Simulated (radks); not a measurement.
Question: Species: the rhodium ion Rh2+. Configuration: [Kr] 4d5 5p2 (not the ground configuration). Calculated with a radial shooting solver on a logarithmic mesh with Libxc functionals: Dirac Kohn-Sham, PBE, spin-unpolarised, spherical densities, point nucleus; open shells are shared between the two j in proportion to 2j + 1. Some entries of the table are withheld. Estimate them.

orbital      occ.  eigenvalue (eV)  <r^2> (bohr^2)
1s1/2           2        -23060.48        0.001438
2s1/2           2        -3372.223         0.02368
2p1/2           2        -3124.677         0.01777
2p3/2           4        -2980.073         0.01911
3s1/2           2        -630.8303          0.1745
3p1/2           2        -533.9910          0.1707
3p3/2           4        -509.0988          0.1801
3d3/2           4        -337.7726          0.1621
3d5/2           6        -332.8611          0.1650
4s1/2           2        -115.3286           1.059
4p1/2           2              (1)           1.226
4p3/2           4              (2)           1.292
4d3/2           2         -35.6975           2.087
4d5/2           3         -35.1790           2.126
5p1/2    0.666667              (3)           9.340
5p3/2     1.33333              (4)           9.770

Answer: 
(1) 4p1/2 eigenvalue (eV): -85.4438
(2) 4p3/2 eigenvalue (eV): -81.3531
(3) 5p1/2 eigenvalue (eV): -17.7977
(4) 5p3/2 eigenvalue (eV): -17.2974
